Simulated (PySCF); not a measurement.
## Spin-orbit coupling and the third ionisation energy along group 14

Two-component X2C-1e calculated with PySCF 2.14: MP2 on generalised Hartree-Fock spinors (GMP2), with spin-orbit coupling off and on (screened by Boettger's factors); no Breit or QED terms. Values in eV; the references (NIST) lie between the lowest levels. Elements whose determinants are no pure J levels are left out.

```json
{"element": "C (x2c-TZVPall-2c, 1s2 frozen)", "configurations": "[He] 2s2 → [He] 2s1", "spin-free": "46.952", "with spin-orbit": "46.952", "shift": "0.000", "reference": "47.888"}
{"element": "Ge (x2c-TZVPall-2c, [Ne] frozen)", "configurations": "[Ar] 3d10 4s2 → [Ar] 3d10 4s1", "spin-free": "33.384", "with spin-orbit": "33.384", "shift": "0.000", "reference": "34.058"}
{"element": "Sn (x2c-TZVPall-2c, [Ar] 3d10 frozen)", "configurations": "[Kr] 4d10 5s2 → [Kr] 4d10 5s1", "spin-free": "30.394", "with spin-orbit": "30.397", "shift": "0.004", "reference": "30.506"}
{"element": "Pb (x2c-TZVPall-2c, [Kr] 4d10 4f14 frozen)", "configurations": "[Xe] 4f14 5d10 6s2 → [Xe] 4f14 5d10 6s1", "spin-free": "31.904", "with spin-orbit": "31.937", "shift": "0.033", "reference": "31.937"}
```

**Question.** Estimate the missing row, Si (x2c-TZVPall-2c, [Ne] frozen).

**Answer.** The calculation gives spin-free 32.888; with spin-orbit 32.888; shift 0.000. The reference value is 33.493.

What remains against the references is mostly the basis and correlation beyond MP2.
